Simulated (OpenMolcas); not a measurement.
Ce2+ among 6 point charges of -1.5 e arranged as a trigonal antiprism (D3d), with a polar angle of 50.4° against the regular 54.74°.

* Program: OpenMolcas 26.06
* Method: SS-CASPT2, IPEA 0.25 Eh, imaginary shift 0.1 Eh (closed shells correlated: 5s 5p)
* Basis: ANO-RCC-VDZP [7s6p4d2f1g]
* Scalar Hamiltonian: DKH2, point nucleus
* Active space: 2 electrons in 7 orbitals (4f)
* State averaging: 2S+1 = 3 even, 21 roots; 2S+1 = 1 even, 27 roots kept (CI in the orbitals of an earlier block)
* Spin-orbit coupling: state interaction with AMFI integrals over the reference wave functions

All point charges move together. At R = 2.79 Å the width of the lowest J multiplet is 963 cm-1, and at R = 3.06 Å it is 811 cm-1.

Q: A third run gives 1073 cm-1. What distance was it run at?

A: With a power law R^-n the two known points give n = -ln(811 / 963) / ln(3.06 / 2.79) = 1.86. Then R = 2.79 × (963 / 1073)^(1/1.86) = 2.632 Å. The run was at 2.61 Å, so the estimate is off by +0.022 Å.

Roots that are degenerate in the reference are averaged as groups; the widest CASPT2 spread within a group is 140 cm-1 (the 2-fold group of multiplicity 3 near 535 cm-1 above the lowest state of its run, R = 2.61). Shifts and gaps below about the spread of the groups concerned are not significant. This is an electrostatic model: the charges have no orbitals. An unlabelled pair can be two single states that coincide in this model. No measured value stands beside these numbers.
